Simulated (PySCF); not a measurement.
Electron correlation in Zr²⁶⁺ (zirconium, charge +26)

[Ne] 3s2 3p2, high-spin 3P determinant. Computed with PySCF 2.14 in an uncontracted even-tempered set (18 s from 3.1 bohr⁻², ratio 2.5; 12 p from 4.1 bohr⁻², ratio 2.5; 5 d from 18 bohr⁻², ratio 2.7; 4 f from 27 bohr⁻², ratio 2.7), with the spin-free X2C one-electron Hamiltonian (Gaussian nucleus). Frozen: 1s2; 12 electrons correlated; the 22 highest virtual orbitals of each spin left out.

```tsv
level	correlation energy (mhartree)
CCSD	-496.45
(T)	-1.56
CCSD(T)	-498.01
```

Diagnostics: T1 = 0.0011, D1 = 0.0048, largest double amplitude 0.070.

Spin-orbit coupling is strong in this species (close to jj coupling), so the high-spin LS determinant is a model state, not a physical level.

Cost of the coupled-cluster step: roughly 27 core-seconds, for 12 correlated electrons.

At this charge the one-electron X2C treatment keeps the bare 1/r₁₂, with no two-electron picture change or Breit term. The effect here is smaller than on the frozen 1s shell; and a scalar Hamiltonian misses the large spin-orbit splitting of the p shells, which matters for ns² → np² pairs.

Spin-orbit coupling is strong in this species, so the high-spin LS determinant is a model state.
